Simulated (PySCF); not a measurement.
All values below come from PBE0-D3(BJ)/def2-TZVP in PySCF. Gas-phase values, no solvent. 

Reference species (SMILES): `Cl[Si]Cl` (lower singlet) (neutral, multiplicity 1).

The dipole moment is 0.87 D.

Changed species: `[C-]#[N+][Si]Cl` (lower singlet) (X = isocyano, multiplicity 1; the reference has X = chloro, multiplicity 1).

What does the change do to the dipole moment?

the dipole moment goes up by 1.29 D, to 2.16 D.
